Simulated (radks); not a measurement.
La54+, 3 electrons, occupied as [He] 2s1.

Method: scalar-relativistic Kohn-Sham, PBE, spin-polarised, spherical densities, point nucleus; open shells are filled with parallel spins first (spin-orbit coupling, left out, can overturn this in heavy ions); computed with a radial shooting solver on a logarithmic mesh with Libxc functionals.

Energy parts (Ry):
| part | energy |
|---|---|
| total | -7541.7954 |
| kinetic | 8265.7718 |
| electron-nucleus | -15931.3518 |
| Hartree | 210.6320 |
| exchange-correlation | -86.8474 |

Orbitals (lengths in bohr, moments of r in powers of bohr; <r^-3> diverges for s and p1/2):
\begin{tabular}{lrrr}
orbital & occ. & eigenvalue (Ry) & <r^-3> \\ \hline
1s up & 1 & -3275.341 & - \\
1s down & 1 & -3273.995 & - \\
2s up & 1 & -805.5445 & - \\
2p up & 0 & -771.1076 & 8715 \\
3s up & 0 & -349.0188 & - \\
\end{tabular}

The highest occupied level is 2s up at -10960.0 eV. Spin moment in Bohr magnetons: 1. The density falls to 0.001 e/bohr^3 at r = 0.35 bohr. For comparison, the ionisation energy in NIST's Atomic Spectra Database is 11033.4 eV (theoretical). In exact Kohn-Sham theory the highest level is minus the ionisation energy, but local and semilocal functionals leave it too shallow, through self-interaction and a potential that decays too fast; potentials with the right tail come closer. Summed over all electrons, <r^2> = 0.01372 bohr^2, which gives a Langevin (diamagnetic) susceptibility term of -0.0109 x 10^-6 cm^3/mol.
